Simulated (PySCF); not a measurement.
## KAl: one state, many levels of theory

State: ³Π (triplet), unpaired electrons σ ↑, π ↑. Set-up: PySCF, no relativity, basis sets K def2-SVPD, Al def2-SVPD. De refers to K + Al in their high-spin ground configurations, without counterpoise correction. The functionals are run spin-unrestricted. A positive dipole means K(−)Al(+).

```
      Level  Re (Å)  ωe (cm⁻¹)  De (eV)  μ (D)
        UHF   3.523        128    0.191  -8.34
    UHF-MP2   3.459        141    0.429    n/a
UHF-SCS-MP2   3.469        137    0.353    n/a
   UHF-CCSD   3.469        137    0.437    n/a
UHF-CCSD(T)   3.465        138    0.472    n/a
        PBE   3.402        141     0.69  -5.86
       PW91   3.393        143     0.72  -5.94
     r²SCAN   3.414        146     0.76  -7.03
      B3LYP   3.434        133    0.487  -5.57
       PBE0   3.390        147     0.65  -6.84
        M06   3.339        158     0.64  -7.42
```

(1) Which functional lies closest to UHF-CCSD(T) in De, which farthest, and by how much do they differ from it?

(2) What does a quarter of exact exchange do here, going from PBE to PBE0?

(3) What does the step from GGA to meta-GGA do here, going from PBE to r²SCAN?

Correlated steps freeze 10 core orbitals. Correlated levels converge slowly with the basis: in double zeta they bind strong bonds too weakly, by up to about 1 eV, and carry superposition errors of some tenths. The state was picked by a PBE0 search and need not be the measured ground state.

The whole job (state search and all levels along the bond) took about 1.3 min on 1 thread of Intel Xeon 6975P-C (shared host), peak memory 0.62 GiB.

## Answers

(1) Closest is B3LYP (-3.1 pm in Re, -3.6 % in ωe, +0.02 eV in De against UHF-CCSD(T) in the same basis), farthest r²SCAN (-5.1 pm in Re, +5.8 % in ωe, +0.29 eV in De). CCSD(T) converges more slowly with the basis than the functionals do and binds too weakly in this one, so the order can change at the basis-set limit.

(2) PBE0 less PBE: -1.2 pm in Re, +4.3 % in ωe, -0.04 eV in De. Exact exchange removes part of the self-interaction that spreads semilocal densities, and in most molecules shortens and stiffens the bond and lowers De; so it does here.

(3) r²SCAN less PBE: +1.2 pm in Re, +3.5 % in ωe, +0.07 eV in De.
